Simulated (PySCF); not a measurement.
# NMR data sheet: C$_{5}$H$_{9}$N$_{3}$

- Formula: C5H9N3
- SMILES: CCCn1nccn1
- Point group of the computed structure: C1
- Degrees of unsaturation: 3
- Carbon signals: 4
- Proton signals: 4

Structure with atom numbers: `[CH3:1][CH2:2][CH2:3][n:4]1[n:5][cH:6][cH:7][n:8]1`; H(Xn) means a hydrogen on atom n.

[PySCF: PBE0/pcSseg-1 with gauge-including orbitals; coordinates at the GFN2-xTB level; relativity neglected; equivalent nuclei averaged; no solvent; one computed conformer]

References, each an isolated molecule treated in the same way: ¹H (σ = 31.72 ppm), ¹³C (σ = 186.93 ppm) vs TMS; ¹⁵N (σ = 267.73 ppm) vs NH3.

```tsv
carbon	δC, type	δH (multiplicity)	HMBC from (2–3 bonds)	span of the C tensor (ppm)
C1	13.7, CH3	0.84 (t)	H(C3), H(C2)	25
C2	29.3, CH2	1.84 (m)	H(C3), H(C1)	21
C3	57.7, CH2	4.49 (t)	H(C2), H(C1)	47
C6/C7	138.5, CH	7.66 (s)	H(C6)/H(C7)	168
```

Other nuclei:
```json
{"atoms": "N5/N8", "nucleus": "¹⁵N", "environment": "pyridine-type nitrogen of an azole", "δ (ppm)": "363.0", "σ (ppm)": "-95.3"}
{"atoms": "N4", "nucleus": "¹⁵N", "environment": "pyrrole-type ring nitrogen", "δ (ppm)": "281.6", "σ (ppm)": "-13.9"}
```

1. Carbon types of the structure: 2 × CH, 2 × CH2, 1 × CH3, which accounts for all hydrogens.
2. δC 138.5: aromatic CH next to a ring nitrogen.
3. δC 57.7: sp3 CH2 bonded to N; the inductive effect lowers its shielding.
4. δC 13.7: methyl carbon; aliphatic region, no heteroatom directly attached.
5. δH 7.66: hydrogen on an aromatic CH next to a ring nitrogen; aromatic region.
6. δH 4.49: hydrogen on an sp3 CH2 bonded to N; its carbon carries N, which withdraws density.

Shifts are as computed. Against solution values, carbons near 30 ppm lie about +3 ppm off and those near 130 ppm about +5 ppm. Of 1211 compounds with measured shifts, 218 miss one by over three times the rms of a fit or turn the order of signals round; such compounds aren't used in these exercises. Experimental scales use liquid or dissolved standards, which lie at an offset from isolated NH3 (liquid NH3: subtract about 20 ppm). Unscaled 15N shifts of sp2 nitrogen come out 20 to 40 ppm too high even then. Multiplicities follow the n + 1 count of equivalent neighbours, as no J values were calculated; m marks all less simple cases, F and P coupling included.
